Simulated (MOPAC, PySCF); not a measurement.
C$_{10}$H$_{9}$ClSi, SMILES `[SiH3]c1cccc2cccc(Cl)c12`, neutral singlet in the gas phase. 

Z-matrix (Å, degrees):
```
C
C 1 1.4266
C 2 1.3772 1 122.84
H 3 1.0909 2 119.02 1 -180.00
C 3 1.4067 4 120.68 2 -180.00
C 5 1.3719 3 119.59 4 180.00
H 5 1.0920 6 120.85 3 -180.00
H 6 1.0925 5 120.67 7 0.00
C 6 1.4172 8 118.41 5 -180.00
C 9 1.4179 6 119.50 8 0.00
C 10 1.3692 9 120.73 6 -180.00
H 11 1.0923 10 120.68 9 -180.00
H 10 1.0930 11 120.87 12 0.00
C 11 1.4102 12 119.77 10 180.00
C 14 1.3876 11 122.91 12 180.00
H 14 1.0929 15 119.06 1 -180.00
Cl 2 1.7354 3 116.56 4 0.00
Si 15 1.8983 14 112.99 16 0.00
H 18 1.4916 15 114.04 14 116.07
H 18 1.4916 19 110.23 15 -129.78
H 18 1.4986 19 107.06 20 -116.12
```
Charge 0, spin multiplicity 1.

All levels are single points at this geometry (PBE0-D4/def2-SVP); Pople sets use spherical d functions. Orbital energies aren't observables, and empty levels follow the basis.

M06-2X/6-31G* in PySCF gives dipole (D) = 2.56.

### Question
Estimate the dipole (D) from each of these levels: B3LYP-D3(BJ)/def2-TZVP in PySCF; PBE-D3(BJ)/def2-TZVP in PySCF; PBE0-D4/def2-TZVP in PySCF; B3LYP/3-21G in PySCF; B3LYP/LANL2DZ in PySCF; BP86/6-31G* in PySCF; PBE/6-31G* in PySCF; HF/3-21G in PySCF; HF/6-31G* in PySCF; HF/STO-3G in PySCF; AM1 in MOPAC; PM6 in MOPAC.

### Answer

| level | dipole (D) |
|---|---|
| B3LYP-D3(BJ)/def2-TZVP in PySCF | 2.47 |
| PBE-D3(BJ)/def2-TZVP in PySCF | 2.41 |
| PBE0-D4/def2-TZVP in PySCF | 2.51 |
| B3LYP/3-21G in PySCF | 2.69 |
| B3LYP/LANL2DZ in PySCF | 2.57 |
| BP86/6-31G* in PySCF | 2.55 |
| PBE/6-31G* in PySCF | 2.55 |
| HF/3-21G in PySCF | 3.17 |
| HF/6-31G* in PySCF | 2.93 |
| HF/STO-3G in PySCF | 2.25 |
| AM1 in MOPAC | 1.57 |
| PM6 in MOPAC | 2.07 |
